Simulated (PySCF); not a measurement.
# Reading the logs of faulty runs: BCH5Si2

All numbers below are calculated, not measured. The program is PySCF 2.14.0, an open-source quantum chemistry code, run on an isolated molecule that a program drew, which may never have been made. The molecule is BCH5Si2 (charge 0, singlet), drawn as the SMILES string `C=B[SiH2][SiH]`.

Each row is a Hartree-Fock (HF) and frozen-core CCSD(T) single point in the cc-pV(D+d)Z basis, meant for a local HF minimum. Run 1 is clean. Each other run has one planted mistake out of seven kinds, and not every kind appears here: one electron removed, one electron added, multiplicity raised by two, geometry at a saddle point, minimal basis STO-3G, one bond length entered in bohr, all coordinates scaled. The reference is restricted for singlets and unrestricted otherwise, and also for a bond in bohr. Adding or removing an electron swaps singlet and doublet. Electrons count all cores. HOMO and LUMO are orbital energies over both spins, the gradient is its largest component, and the lowest frequency (negative if imaginary) is given only where the gradient is small. Bond lengths are over the 8 bonds as drawn. T1 is the CCSD diagnostic: over 0.02 (restricted) or 0.045 (unrestricted) a single reference is doubtful.

Geometry of the clean run:
```xyz
9
BCH5Si2, angstrom
C    -0.3850   -1.6583    3.5542
B     0.3127   -1.5799    2.3568
Si    1.2367   -1.5873    0.5790
Si   -0.1427   -2.9064   -0.9105
H     0.1118   -1.6384    4.5195
H    -1.4684   -1.7304    3.5853
H     2.5847   -2.1790    0.7646
H     1.4034   -0.2133    0.0380
H    -1.3390   -2.0075   -0.6661
```

| run | electrons | basis functions | <S^2> | HOMO (eV) | LUMO (eV) | gradient (hartree/bohr) | lowest frequency (cm^-1) | mean bond (Å) | longest bond (Å) | T1 | HF (hartree) | CCSD(T) (hartree) | mistake |
|---|---|---|---|---|---|---|---|---|---|---|---|---|---|
| 1 | 44 | 99 | 0.000 | -8.58 | -0.18 | 1.6e-05 | 48 | 1.5589 | 2.421 | 0.0173 | -643.21029 | -643.67764 | no fault |
| 2 | 44 | 33 | 0.000 | -5.74 | 5.30 | 4.4e-02 | - | 1.5589 | 2.421 | 0.0116 | -635.72967 | -635.96067 | minimal basis STO-3G |
| 3 | 44 | 99 | 2.014 | -8.37 | -0.36 | 3.0e-02 | - | 1.5589 | 2.421 | 0.0200 | -643.19686 | -643.64337 | multiplicity raised by two |
| 4 | 44 | 99 | 0.000 | -8.38 | -0.28 | 3.8e-02 | - | 1.6461 | 2.557 | 0.0176 | -643.18793 | -643.66271 | ? |

**Which mistake was planted in run 4, and what did it cost?**

The mean and the longest bond both change by the same factor, 1.056, and the gradient is no longer small. So the mistake is: all coordinates scaled. Subtracting run 1 and multiplying by 627.51 kcal/mol a hartree, the energy moved by 14.0 kcal/mol in HF and 9.4 kcal/mol in CCSD(T).

